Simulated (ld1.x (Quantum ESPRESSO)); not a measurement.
# Co, ultrasoft: configuration errors across variants

Co, ultrasoft, made with ld1.x (Quantum ESPRESSO) 7.5 (PBE, scalar-relativistic). Core [Ne] 3s2, reference 3p6 3d7 4s2 4p0. Waves: 4s (bound): rcut 1.80, rcutus 2.25 bohr; 4s channel at 0.2 Ry: rcut 1.80, rcutus 2.25 bohr; 3p (bound): rc 1.15 bohr; 4p (bound, empty): rc 1.15 bohr; 3d (bound): rcut 1.00, rcutus 1.15 bohr; 3d channel at 0.35 Ry: rcut 1.00, rcutus 1.15 bohr; 4f channel at -0.1 Ry: rcut 1.60, rcutus 2.05 bohr; 4f channel at 2.3 Ry: rcut 1.60, rcutus 2.05 bohr. Local part: all-electron potential smoothed inside 1.00 bohr (lloc = -1). Core correction: Bessel-smoothed model core inside 1.15 bohr. Augmentation charge: built from norm-conserving waves at rcut, not smoothed further.

All-electron excitation energies from the reference (eV): (1) 3p6 3d7 4s1 4p0 9.030; (2) 3p6 3d7 4s0 4p0 25.816; (3) 3p6 3d6 4s0 4p0 61.686; (4) 3p5 3d7 4s2 4p0 73.523; (5) 3p6 3d6 4s2 4p0 15.182; (6) 3p6 3d7.5 4s1.5 4p0 -0.960; (7) 3p6 3d7 4s1.5 4p0 3.602.

The overlap operator is not positive definite (basis up to 400 Ry) in “base”, “all radii but the core radius scaled by about 1.03 (s 2.32, p 1.18, d 1.18, f 2.12 bohr, rcut 1.86/1.18/1.04/1.66); local potential all-electron potential smoothed inside 1.04 bohr (lloc = -1)”, “core correction none”, “waves 4s (bound): rcut 1.80, rcutus 2.62 bohr; 4s channel at 0.2 Ry: rcut 1.80, rcutus 2.62 bohr”, “waves 4f channel at -0.1 Ry: rcut 1.60, rcutus 2.10 bohr; 4f channel at 2.3 Ry: rcut 1.60, rcutus 2.10 bohr”, “wave 3d channel at 0.35 Ry: rcut 1.00, rcutus 1.15 bohr becomes 3d channel at -0.22 Ry: rcut 1.00, rcutus 1.15 bohr”, “waves 3p (bound): rc 1.44 bohr; 4p (bound): rc 1.44 bohr”. Such files are unfit for use, however small their errors in these radial tests.

Tests that are not counted but printed errors over 1 eV. “wave 3d channel at 0.35 Ry: rcut 1.00, rcutus 1.15 bohr becomes 3d channel at -0.22 Ry: rcut 1.00, rcutus 1.15 bohr”: 3p5 3d7 4s2 4p0 (solver errors, printed error -2823 eV).

2 further variants failed, have other tests or too few solved ones, and are left out.

A true bound ghost makes a file unfit for plane-wave use even where its test errors are small: the radial tests pick states by their node count and pass the ghost by. Where a test does run into it, the solver fails or the error is huge.

The file “waves 3p (bound): rc 1.44 bohr; 4p (bound): rc 1.44 bohr” misses its own reference levels by 0.7 eV.

Errors AE − PS in meV (a dash: test not solved or not reliable):

| change | (1) | (2) | (3) | (4) | (5) | (6) | (7) | bound ghosts |
| --- | --- | --- | --- | --- | --- | --- | --- | --- |
| base | -9.1 | -50 | -1.1 | -181 | -129 | -25 | -2.0 | s (f not tested, overlap not positive) |
| all radii but the core radius scaled by about 1.03 (s 2.32, p 1.18, d 1.18, f 2.12 bohr, rcut 1.86/1.18/1.04/1.66); local potential all-electron potential smoothed inside 1.04 bohr (lloc = -1) | -8.8 | -49 | +32 | – | – | – | – | s (f not tested, overlap not positive) |
| core correction none | -8.1 | -39 | +34 | – | – | – | – | s (f not tested, overlap not positive) |
| waves 4s (bound): rcut 1.80, rcutus 2.62 bohr; 4s channel at 0.2 Ry: rcut 1.80, rcutus 2.62 bohr | -9.1 | -50 | -1.1 | – | – | – | – | not determined (overlap not positive) |
| waves 4f channel at -0.1 Ry: rcut 1.60, rcutus 2.10 bohr; 4f channel at 2.3 Ry: rcut 1.60, rcutus 2.10 bohr | -9.1 | -50 | -1.1 | -181 | -129 | -25 | -2.0 | s (f not tested, overlap not positive) |
| wave 3d channel at 0.35 Ry: rcut 1.00, rcutus 1.15 bohr becomes 3d channel at -0.22 Ry: rcut 1.00, rcutus 1.15 bohr | -9.3 | -51 | -0.5 | – | -130 | -25 | -2.1 | s (f not tested, overlap not positive) |
| waves 3p (bound): rc 1.44 bohr; 4p (bound): rc 1.44 bohr | -230 | -592 | +166 | +879 | +651 | -281 | -99 | not determined (overlap not positive) |

Q: Give the same row for: local potential all-electron potential smoothed inside 1.45 bohr (lloc = -2).

A: –, –, –, –, –, –, –; bound ghosts: none.
